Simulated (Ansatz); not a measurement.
Input and output for `I[B]1O[BH][Zn]1`.

```yaml
crystal:
  periodic: [false, false, false]
  atoms:
    - {symbol: I, position_ang: [-0.056598, -2.664029, -0.879930]}
    - {symbol: B, position_ang: [0.183055, -0.736127, -0.656136]}
    - {symbol: O, position_ang: [-0.240629, -0.198273, 0.426146]}
    - {symbol: B, position_ang: [-0.120996, 1.048536, 0.644189]}
    - {symbol: Zn, position_ang: [0.738956, 1.095889, -1.125937]}
    - {symbol: H, position_ang: [-0.503789, 1.454004, 1.591677]}
basis:
  gaussian: {orbitals: x2c-TZVPPall}
magnetization: {spin_polarized: true, initial_magnetization: 2}
hamiltonian: {xc: {name: r2SCAN50}, dispersion: d4}
output: {forces: true}
```

```sh
$ ansatz run in.yaml --threads 4 --pin off --events-out ev --progress --plain --max-ram 10444MiB
```

Output, abridged:

```
Functional definition: r2SCAN50
1974 factors; their error is unknown
mean field evaluation 1: about -245899.7900 eV, gradient 4.5e1 eV
mean field evaluation 2: about -245882.3425 eV, gradient 8.2e1 eV
mean field evaluation 4: about -245907.8699 eV, gradient 3.5e0 eV
mean field evaluation 8: about -245907.9610 eV, gradient 2.1e-1 eV
mean field evaluation 16: about -245908.8620 eV, gradient 3.8e-2 eV
mean field evaluation 32: about -245908.8625 eV, gradient 1.0e-4 eV
mean field -245909.03464701 eV, -9036.9903401474 hartree, gradient 2.5e-6 eV, S^2 2.021538; 10 other end points of the search recorded, 0 dependent functions left out
reference -245909.03465582 eV, -9036.9903404710 hartree; 52, 50 occupied and 179, 181 virtual orbitals, 1974 factors
Total energy: -245909.09317742 eV, -9036.9924911003 hartree
Relativity: scalar
Atom 0 at    -0.056598    -2.664029    -0.879930 Å, force    -0.195798    -3.271060    -0.817930 eV/Å
Atom 1 at     0.183055    -0.736127    -0.656136 Å, force     0.972883     0.165686    -1.960666 eV/Å
Atom 2 at    -0.240629    -0.198273     0.426146 Å, force    -3.226973    -4.246883     5.119503 eV/Å
Atom 3 at    -0.120996     1.048536     0.644189 Å, force     0.390277     2.293780     0.047423 eV/Å
Atom 4 at     0.738956     1.095889    -1.125937 Å, force     2.847391     3.555059    -4.588742 eV/Å
Atom 5 at    -0.503789     1.454004     1.591677 Å, force    -0.787779     1.503418     2.200412 eV/Å
Dipole moment:    -0.243897    -0.257582     0.410646 e Å
```

Run time 92 s (4 threads of an Intel Xeon on a shared host); peak host memory 2.1 GiB.
